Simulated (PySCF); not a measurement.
What does the GFN2-xTB structure of `CN[SiH]1C=C[SiH2]C=C1` look like in three dimensions?

```
atom  x, y, z in Å
C1     3.195   -0.343   -0.023
N2     1.946   -0.300   -0.742
Si3    0.425   -0.646   -0.006
C4    -0.825   -0.619   -1.408
C5    -2.073   -0.180   -1.276
Si6   -2.790    0.545    0.302
C7    -1.383    1.013    1.458
C8    -0.139    0.553    1.341
H9     3.404    0.584    0.523
H10    3.153   -1.157    0.697
H11    4.020   -0.528   -0.713
H12    1.968    0.387   -1.481
H13    0.574   -1.989    0.583
H14   -0.501   -1.009   -2.367
H15   -2.738   -0.221   -2.135
H16   -3.563    1.755   -0.028
H17   -3.678   -0.432    0.954
H18   -1.617    1.708    2.260
H19    0.612    0.887    2.053
```

Any rigid rotation of these coordinates is as good. Atoms count from 1 in this order. Si6 (SiH2 silicon) is tetrahedral (angles from 109.0° to 110.2°). N2 (silicon-bound nitrogen) has angles 123.0°, 117.9° and 111.5°, sum 352.4°, 0.21 Å off the plane of its three neighbours. Si3 (SiH silicon) is distorted tetrahedral (angles from 105.3° to 116.1°). The 6-membered ring Si3–C4–C5–Si6–C7–C8 has internal angles of 108.9° to 124.6° (sum 715°, against 720° for a flat polygon); it is puckered, 0.13 Å rms from its mean plane, widest ring torsion 20°.

Bonds between heavy atoms (Å): C1–N2 1.442, N2–Si3 1.725, Si3–C4 1.878, C4=C5 1.330, C5–Si6 1.879, Si6–C7 1.880, C7=C8 1.332, Si3–C8 1.889.

The geometry is computed with GFN2-xTB (gas phase).

Point group: C1 (no symmetry element, even within 0.4 Å). Whether it is a minimum is left open (no frequencies). One conformer, not necessarily the lowest (C1–N2–Si3–C4 -174°, N2–Si3–C4–C5 -145°, C4–C5–Si6–C7 16°, C5–Si6–C7–C8 -18°, N2–Si3–C8–C7 137°).
